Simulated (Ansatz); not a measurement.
```yaml
crystal:
  periodic: [false, false, false]
  atoms:
    - {symbol: Ga, position_ang: [-1.280141, -0.793029, 0.446447]}
    - {symbol: Ga, position_ang: [0.125964, 1.562096, -1.141097]}
    - {symbol: Ga, position_ang: [1.827658, -0.623941, -0.240684]}
    - {symbol: H, position_ang: [-2.693329, -1.377776, 1.670043]}
    - {symbol: H, position_ang: [3.104834, -2.063412, -0.460694]}
    - {symbol: H, position_ang: [-0.623946, 2.775498, -2.449940]}
    - {symbol: H, position_ang: [-1.151272, 1.479974, 0.604540]}
    - {symbol: H, position_ang: [0.690218, -0.959423, 1.571397]}
basis:
  gaussian: {orbitals: cc-pVTZ-DK, fitting: {mean_field: def2-universal-jkfit}}
hamiltonian: {xc: {name: rPW86-PBE}, dispersion: rvv10}
scf: {lower_state_search: off}
output: {forces: true}
```

```sh
$ ansatz run in.yaml --threads 4 --pin off --events-out ev --progress --plain --max-ram 3916MiB
```

Shortened log:

```
Functional definition: rPW86-PBE+rVV10
888 factors; integrals over basis functions are off by at most 1.3e0 eV
mean field evaluation 1: about -158821.2551 eV, gradient 5.3e1 eV
mean field evaluation 2: about -158785.1757 eV, gradient 9.7e1 eV
mean field evaluation 4: about -158826.5343 eV, gradient 9.5e0 eV
mean field evaluation 8: about -158826.9828 eV, gradient 6.8e-1 eV
mean field evaluation 16: about -158826.9887 eV, gradient 3.7e-4 eV
mean field -158826.98870834 eV, -5836.7841782321 hartree, gradient 4.6e-6 eV, S^2 0.000000; 0 other end points of the search recorded, 0 dependent functions left out
reference -158826.98884483 eV, -5836.7841832478 hartree; 49, 49 occupied and 150, 150 virtual orbitals, 888 factors
Total energy: -158826.98884483 eV, -5836.7841832478 hartree
Relativity: scalar
Atom 0 at    -1.280141    -0.793029     0.446447 Å, force    -0.308526    -0.050541     0.471571 eV/Å
Atom 1 at     0.125964     1.562096    -1.141097 Å, force    -1.231172    -0.177210     0.630843 eV/Å
Atom 2 at     1.827658    -0.623941    -0.240684 Å, force    -0.728480    -0.766351     0.866675 eV/Å
Atom 3 at    -2.693329    -1.377776     1.670043 Å, force     1.270552     0.595173    -0.948130 eV/Å
Atom 4 at     3.104834    -2.063412    -0.460694 Å, force    -1.326507     1.522808     0.087547 eV/Å
Atom 5 at    -0.623946     2.775498    -2.449940 Å, force     0.865762    -1.329069     1.285897 eV/Å
Atom 6 at    -1.151272     1.479974     0.604540 Å, force     0.998303    -0.251891    -1.059276 eV/Å
Atom 7 at     0.690218    -0.959423     1.571397 Å, force     0.460068     0.457081    -1.335126 eV/Å
Dipole moment:     0.478454     0.185749    -0.456795 e Å
Checks for a lower state left out: stability, starts, cluster_reference, orbital_swaps, neighbouring_geometries, increment
```

Run time 4.3 s (4 threads of Arm Neoverse V2 on a shared host).

DK, ANO-RCC and x2c sets are all-electron and run with scalar relativity unless a key says otherwise.
